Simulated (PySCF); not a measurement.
Isomers of C3H10N3Si2 (doublet state), one GFN2-xTB conformer each. Single-point energies are computed at B3LYP/pcH-1 (PySCF, gas phase, no added dispersion term), electronic only. GFN2-xTB treats the open shell by occupation alone, and not every SCF solution was tested for stability.

Question: Rank them by B3LYP/pcH-1 energy, lowest first (kcal/mol).
A. `[NH2:1][CH2:2][C:3]#[C:4][Si@@H:5]([NH2:6])[SiH:7][NH2:8]` (doublet state) with H–N1–C2–C3 59° and -59°, C4–Si5–N6–H 71° and -66°, C4–Si5–Si7–N8 162°, Si5–Si7–N8–H 53° and -165°
B. `[NH:1][Si@H:2]([C:3]#[C:4][CH2:5][NH2:6])[SiH2:7][NH2:8]` (doublet state) with H–N1–Si2–C3 19°, C4–C5–N6–H -59° and 59°, N1–Si2–Si7–N8 30°, Si2–Si7–N8–H -62° and 74°
C. `[NH:1][CH2:2][C:3]#[C:4][Si@H:5]([NH2:6])[SiH2:7][NH2:8]` (doublet state) with H–N1–C2–C3 -92°, C3–C4–Si5–N6 109°, C4–Si5–N6–H -65° and 77°, C4–Si5–Si7–N8 22°, Si5–Si7–N8–H -176° and -30°

Answer: A (0.0), C (22.6), B (26.1).

Neighbours under 5.0 kcal/mol apart ([NH]CC#C[Si@H](N)[SiH2]N and [NH][Si@H](C#CCN)[SiH2]N) can change places with a better method, another conformer or zero-point energy. GFN2-xTB itself gives, in the same order: 0.0, 16.5, 5.2. Both levels put the same isomer lowest; measured from each level's own lowest isomer, the values differ by up to 20.9 kcal/mol ([NH][Si@H](C#CCN)[SiH2]N: 5.2 against 26.1).
